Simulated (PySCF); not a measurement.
Compound: C₅H₉N₃S.
SMILES: `CSc1nn(C)nc1C`

The calculation used TDDFT PBE0/def2-SVPD, vertical, gas phase, core orbitals frozen in the response in PySCF 2.14.0, density-fitted response routines. One conformer (not necessarily the lowest) at the PBE0-D3(BJ)/def2-SVP geometry, without solvent, vibrations or thermal averaging. Torsions of this conformer, `[CH3:1][S:2][c:3]1[n:4][n:5]([CH3:6])[n:7][c:8]1[CH3:9]`: C1–S2–C3–N4 2°.

Each state is given a Gaussian of 0.25 eV full width at half maximum, with ε(max) = 2.175×10⁸ f / Δν̃ (Δν̃ the width in cm⁻¹). The width is an assumption, not a result. The curve ends short of the highest state used, and states not computed would add to its high-energy end.

(E (eV), ε (L mol⁻¹ cm⁻¹)): (4.83, 20), (4.90, 181), (4.96, 840), (5.03, 3376), (5.10, 8810), (5.16, 14218), (5.23, 16640), (5.30, 12642), (5.37, 6234), (5.43, 2413), (5.50, 555), (5.57, 193), (5.63, 353), (5.70, 801), (5.77, 1216), (5.83, 1254), (5.90, 993), (5.97, 899), (6.03, 1156), (6.10, 1532), (6.17, 1744), (6.24, 2749), (6.30, 5663), (6.37, 11438)

(1) Where are the band maxima, and which computed states make them?

(2) Coming from long wavelengths, where does ε first pass 100 L mol⁻¹ cm⁻¹?

(3) On this curve, what absorbance would a 10⁻⁵ mol/L sample give at 222 nm over a 1 cm path?

(4) Does any computed singlet lie in the visible range?

Results:

(1) 238 nm (5.22 eV), ε about 17000, made up of S1 (22%) and S2 (78%); 214 nm (5.81 eV), ε about 1300, made up of S3 (99%) (ε in L mol⁻¹ cm⁻¹; maxima over ε = 5, shares over 10%). At its high-energy end, 6.37 eV, the curve is still rising (ε about 11000, from S5). The states used: S1 5.20 eV (f 0.035); S2 5.22 eV (f 0.121); S3 5.80 eV (f 0.012); S4 6.12 eV (f 0.014); S5 6.46 eV (f 0.146); S6 6.48 eV (f 0.0003); S7 6.60 eV (f 0.0051); S8 6.81 eV (f 0.0001); S9 6.86 eV (f 0.046); S10 6.97 eV (f 0.126).

(2) At about 254 nm (4.88 eV), 0.32 eV below S1.

(3) 222 nm is 5.585 eV, where ε is about 210 L mol⁻¹ cm⁻¹, so A = ε c l ≈ 0.0021 (Beer–Lambert, with the gas-phase spectrum and the assumed width).

(4) No computed singlet lies in the visible range (380 to 750 nm); the lowest, at 238 nm, stands 1.94 eV above its violet end (3.26 eV).

All these states lie below the vertical ionisation energy of 7.86 eV (ΔSCF).
